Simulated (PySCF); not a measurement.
# Computed records: AlFH, AlF2, AlH3N

Computed with PySCF 2.14.0. Calculation on a computer-drawn molecule: vertical ionisation energy to the stated ion spin, frozen-core CCSD(T) at the basis limit and cheaper methods, single-reference cases, UHF for radicals, no spin-orbit; all values are single points at the evaluated structure, the first of each entry, which is the reference or a displaced copy of it and isn't optimised; the reference structure only sets the zero of the energies above reference; triples share is (T) over the correlation energy.

Common to all runs: diffuse functions no; basis cc-pV(n+d)Z; reference is the Hartree-Fock double-zeta minimum; best is HF at quadruple zeta + MP2 correlation extrapolated from triple and quadruple zeta + CCSD(T) minus MP2 at triple zeta; basis step is the size of the change from the same recipe one zeta lower.

(1) AlFH

Evaluated structure:
```xyz
3
AlFH
F     -2.0483     0.3935     4.0664
Al    -2.2525     1.5816     2.9265
H     -3.2847     1.2501     1.7629
```

Reference structure:
```xyz
3
AlFH
F     -2.0485     0.3934     4.0666
Al    -2.2523     1.5818     2.9263
H     -3.2845     1.2500     1.7629
```

* charge: 0
* multiplicity: 2
* ion multiplicity: 1
* ionisation energy best: 8.477 eV
* ionisation energy basis step: 0.01733 eV
* energy above reference best: -0.0005557 kcal/mol
* energy above reference basis step: 0.001429 kcal/mol
* total energy HF triple zeta: -342.0251 hartree
* total energy CCSD(T) triple zeta: -342.3570 hartree
* total energy best: -342.4196 hartree
* T1 diagnostic at triple zeta: 0.01592
* D1 diagnostic at triple zeta: 0.04069
* spin squared at triple zeta: 0.7569
* ion T1 diagnostic at triple zeta: 0.01886
* ion D1 diagnostic at triple zeta: 0.04441
* triples share at triple zeta: 0.02696
* basis functions triple zeta: 83
* dipole magnitude HF at triple zeta: 1.737 debye
* dipole magnitude CCSD unrelaxed at triple zeta: 1.537 debye
* dipole magnitude PBE at triple zeta: 1.433 debye
* dipole magnitude r2SCAN at triple zeta: 1.48 debye
* dipole magnitude B3LYP at triple zeta: 1.591 debye
* dipole magnitude wB97X at triple zeta: 1.519 debye

Drawn bonds:
| atom | other atom | order |
| --- | --- | --- |
| 1 | 2 | 1 |
| 2 | 3 | 1 |

Triple zeta:
| method | ionisation energy (eV) | energy above reference (kcal/mol) |
| --- | --- | --- |
| HF | 8.41 | -0.007104 |
| PBE | 8.468 | 0.003174 |
| r2SCAN | 8.626 | -0.001045 |
| B3LYP | 8.616 | 0.0001695 |
| wB97X | 8.467 | -0.0005162 |
| MP2 | 8.39 | 0.0001223 |
| CCSD | 8.438 | -0.001957 |
| CCSD(T) | 8.426 | -0.0009531 |

(2) AlFH

Evaluated structure:
```xyz
3
AlFH
F     -2.0131     0.4025     4.0624
Al    -2.2568     1.5818     2.9134
H     -3.2355     1.2977     1.7721
```

Reference structure:
```xyz
3
AlFH
F     -2.0485     0.3934     4.0666
Al    -2.2523     1.5818     2.9263
H     -3.2845     1.2500     1.7629
```

- charge: 0
- multiplicity: 2
- ion multiplicity: 1
- ionisation energy best: 8.387 eV
- ionisation energy basis step: 0.01701 eV
- energy above reference best: 0.7929 kcal/mol
- energy above reference basis step: 0.065 kcal/mol
- total energy HF triple zeta: -342.0240 hartree
- total energy CCSD(T) triple zeta: -342.3558 hartree
- total energy best: -342.4184 hartree
- T1 diagnostic at triple zeta: 0.01562
- D1 diagnostic at triple zeta: 0.03885
- spin squared at triple zeta: 0.7554
- ion T1 diagnostic at triple zeta: 0.01842
- ion D1 diagnostic at triple zeta: 0.04284
- triples share at triple zeta: 0.02688
- basis functions triple zeta: 83
- dipole magnitude HF at triple zeta: 1.7 debye
- dipole magnitude CCSD unrelaxed at triple zeta: 1.507 debye
- dipole magnitude PBE at triple zeta: 1.422 debye
- dipole magnitude r2SCAN at triple zeta: 1.458 debye
- dipole magnitude B3LYP at triple zeta: 1.569 debye
- dipole magnitude wB97X at triple zeta: 1.509 debye

Drawn bonds:
| atom | other atom | order |
| --- | --- | --- |
| 1 | 2 | 1 |
| 2 | 3 | 1 |

Triple zeta:
| method | ionisation energy (eV) | energy above reference (kcal/mol) |
| --- | --- | --- |
| HF | 8.3 | 0.6987 |
| PBE | 8.381 | 1.089 |
| r2SCAN | 8.531 | 0.9184 |
| B3LYP | 8.522 | 0.8607 |
| wB97X | 8.362 | 0.857 |
| MP2 | 8.293 | 0.5987 |
| CCSD | 8.347 | 0.7651 |
| CCSD(T) | 8.335 | 0.7851 |

(3) AlFH

Evaluated structure:
```xyz
3
AlFH
F     -2.0445     0.4113     4.0709
Al    -2.2609     1.6003     2.9509
H     -3.3056     1.2407     1.7683
```

Reference structure:
```xyz
3
AlFH
F     -2.0485     0.3934     4.0666
Al    -2.2523     1.5818     2.9263
H     -3.2845     1.2500     1.7629
```

* charge: 0
* multiplicity: 2
* ion multiplicity: 1
* ionisation energy best: 8.487 eV
* ionisation energy basis step: 0.01666 eV
* energy above reference best: 0.08656 kcal/mol
* energy above reference basis step: 0.05038 kcal/mol
* total energy HF triple zeta: -342.0251 hartree
* total energy CCSD(T) triple zeta: -342.3569 hartree
* total energy best: -342.4195 hartree
* T1 diagnostic at triple zeta: 0.01598
* D1 diagnostic at triple zeta: 0.0413
* spin squared at triple zeta: 0.7578
* ion T1 diagnostic at triple zeta: 0.01888
* ion D1 diagnostic at triple zeta: 0.04467
* triples share at triple zeta: 0.02692
* basis functions triple zeta: 83
* dipole magnitude HF at triple zeta: 1.701 debye
* dipole magnitude CCSD unrelaxed at triple zeta: 1.503 debye
* dipole magnitude PBE at triple zeta: 1.395 debye
* dipole magnitude r2SCAN at triple zeta: 1.445 debye
* dipole magnitude B3LYP at triple zeta: 1.554 debye
* dipole magnitude wB97X at triple zeta: 1.477 debye

Drawn bonds:
| atom | other atom | order |
| --- | --- | --- |
| 1 | 2 | 1 |
| 2 | 3 | 1 |

Triple zeta:
| method | ionisation energy (eV) | energy above reference (kcal/mol) |
| --- | --- | --- |
| HF | 8.427 | -0.003141 |
| PBE | 8.481 | 0.02283 |
| r2SCAN | 8.641 | 0.01136 |
| B3LYP | 8.63 | 0.05497 |
| wB97X | 8.486 | 0.04801 |
| MP2 | 8.405 | 0.1921 |
| CCSD | 8.449 | 0.06264 |
| CCSD(T) | 8.438 | 0.07429 |

(4) AlF2

Evaluated structure:
```xyz
3
AlF2
F      0.7364    -3.9079     2.4446
Al     0.4883    -3.2542     0.9517
F      1.3436    -3.8957    -0.3031
```

Reference structure:
```xyz
3
AlF2
F      0.7364    -3.9079     2.4446
Al     0.4883    -3.2542     0.9517
F      1.3436    -3.8957    -0.3031
```

- charge: 0
- multiplicity: 2
- ion multiplicity: 1
- ionisation energy best: 9.56 eV
- ionisation energy basis step: 0.00484 eV
- energy above reference best: 0 kcal/mol
- energy above reference basis step: 0 kcal/mol
- total energy HF triple zeta: -441.0111 hartree
- total energy CCSD(T) triple zeta: -441.5863 hartree
- total energy best: -441.7006 hartree
- T1 diagnostic at triple zeta: 0.0152
- D1 diagnostic at triple zeta: 0.03974
- spin squared at triple zeta: 0.7513
- ion T1 diagnostic at triple zeta: 0.01835
- ion D1 diagnostic at triple zeta: 0.05088
- triples share at triple zeta: 0.02827
- basis functions triple zeta: 99
- dipole magnitude HF at triple zeta: 2.107 debye
- dipole magnitude CCSD unrelaxed at triple zeta: 1.905 debye
- dipole magnitude PBE at triple zeta: 1.798 debye
- dipole magnitude r2SCAN at triple zeta: 1.88 debye
- dipole magnitude B3LYP at triple zeta: 2 debye
- dipole magnitude wB97X at triple zeta: 1.87 debye

Drawn bonds:
| atom | other atom | order |
| --- | --- | --- |
| 1 | 2 | 1 |
| 2 | 3 | 1 |

Triple zeta:
| method | ionisation energy (eV) | energy above reference (kcal/mol) |
| --- | --- | --- |
| HF | 9.569 | 0 |
| PBE | 9.541 | 0 |
| r2SCAN | 9.673 | 0 |
| B3LYP | 9.743 | 0 |
| wB97X | 9.477 | 0 |
| MP2 | 9.415 | 0 |
| CCSD | 9.527 | 0 |
| CCSD(T) | 9.491 | 0 |

(5) AlF2

Evaluated structure:
```xyz
3
AlF2
F      0.6272    -3.9318     2.5295
Al     0.6040    -3.3425     1.0373
F      1.3312    -3.9634    -0.3091
```

Reference structure:
```xyz
3
AlF2
F      0.7364    -3.9079     2.4446
Al     0.4883    -3.2542     0.9517
F      1.3436    -3.8957    -0.3031
```

* charge: 0
* multiplicity: 2
* ion multiplicity: 1
* ionisation energy best: 9.17 eV
* ionisation energy basis step: 0.0002252 eV
* energy above reference best: 1.514 kcal/mol
* energy above reference basis step: 0.02767 kcal/mol
* total energy HF triple zeta: -441.0090 hartree
* total energy CCSD(T) triple zeta: -441.5842 hartree
* total energy best: -441.6982 hartree
* T1 diagnostic at triple zeta: 0.01521
* D1 diagnostic at triple zeta: 0.03754
* spin squared at triple zeta: 0.7514
* ion T1 diagnostic at triple zeta: 0.01728
* ion D1 diagnostic at triple zeta: 0.04602
* triples share at triple zeta: 0.02821
* basis functions triple zeta: 99
* dipole magnitude HF at triple zeta: 1.218 debye
* dipole magnitude CCSD unrelaxed at triple zeta: 1.117 debye
* dipole magnitude PBE at triple zeta: 1.125 debye
* dipole magnitude r2SCAN at triple zeta: 1.148 debye
* dipole magnitude B3LYP at triple zeta: 1.271 debye
* dipole magnitude wB97X at triple zeta: 1.119 debye

Drawn bonds:
| atom | other atom | order |
| --- | --- | --- |
| 1 | 2 | 1 |
| 2 | 3 | 1 |

Triple zeta:
| method | ionisation energy (eV) | energy above reference (kcal/mol) |
| --- | --- | --- |
| HF | 9.121 | 1.326 |
| PBE | 9.204 | 1.387 |
| r2SCAN | 9.307 | 1.321 |
| B3LYP | 9.378 | 1.229 |
| wB97X | 9.096 | 1.391 |
| MP2 | 9.021 | 1.472 |
| CCSD | 9.128 | 1.296 |
| CCSD(T) | 9.102 | 1.317 |

(6) AlH3N

Evaluated structure:
```xyz
5
AlH3N
N     -0.0582     2.9459     0.9167
Al     0.6475     2.4911    -0.5477
H     -0.8280     3.5029     1.0289
H      0.3171     2.5706     1.8897
H      1.2699     2.0690    -1.8933
```

Reference structure:
```xyz
5
AlH3N
N     -0.0312     2.9083     0.9518
Al     0.6600     2.4755    -0.5486
H     -0.8120     3.5337     1.0761
H      0.2771     2.5788     1.8533
H      1.2822     2.0862    -1.8995
```

* charge: 1
* multiplicity: 1
* ion multiplicity: 2
* ionisation energy best: 16.77 eV
* ionisation energy basis step: 0.04375 eV
* energy above reference best: 5.998 kcal/mol
* energy above reference basis step: 0.04798 kcal/mol
* ionisation energy Koopmans at triple zeta: 17.35 eV
* ionisation energy EOM CCSD at triple zeta: 16.64 eV
* total energy HF triple zeta: -297.8965 hartree
* total energy CCSD(T) triple zeta: -298.1979 hartree
* total energy best: -298.2366 hartree
* T1 diagnostic at triple zeta: 0.01206
* D1 diagnostic at triple zeta: 0.02923
* ion T1 diagnostic at triple zeta: 0.008908
* ion D1 diagnostic at triple zeta: 0.01982
* ion spin squared at triple zeta: 0.7589
* triples share at triple zeta: 0.03306
* basis functions triple zeta: 111

Drawn bonds:
| atom | other atom | order |
| --- | --- | --- |
| 1 | 2 | 1 |
| 1 | 3 | 1 |
| 1 | 4 | 1 |
| 2 | 5 | 1 |

Triple zeta:
| method | ionisation energy (eV) | energy above reference (kcal/mol) |
| --- | --- | --- |
| HF | 15.05 | 6.612 |
| PBE | 16.78 | 5.636 |
| r2SCAN | 16.59 | 5.881 |
| B3LYP | 16.73 | 5.845 |
| wB97X | 16.67 | 6.004 |
| MP2 | 16.74 | 6.099 |
| CCSD | 16.5 | 6.081 |
| CCSD(T) | 16.61 | 6.005 |
